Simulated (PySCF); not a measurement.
Excitations are Tamm–Dancoff values on a coarser integration grid. The basis has no diffuse functions, so Rydberg states are missing or too high.

Z-matrix (Å, degrees):
```
C
H 1 1.0905
H 1 1.0918 2 107.64
C 1 1.4873 2 110.92 3 120.70
C 4 1.3210 1 126.97 2 24.80
H 5 1.0784 4 123.35 1 178.82
H 4 1.0847 5 115.72 6 0.81
Cl 5 1.7322 6 113.14 4 -179.87
Si 1 1.8847 2 108.17 3 -116.45
H 9 1.4770 1 110.09 2 -60.91
H 9 1.4801 10 109.52 1 -120.82
H 9 1.4802 10 108.94 11 -118.94
```
Charge 0, multiplicity 1.

Question: Estimate the dipole moment, HOMO, total energy, S1 oscillator strength and S1 excitation (TDA) that CAM-B3LYP-D3(BJ)/def2-TZVP run with PySCF returns for this input.

Answer: 
```json
{
 "dipole_moment": "1.54 D",
 "HOMO": "-8.35 eV",
 "total_energy": "-23625.52 eV",
 "S1 oscillator strength": "0.014",
 "S1 excitation (TDA)": "6.77 eV"
}
```
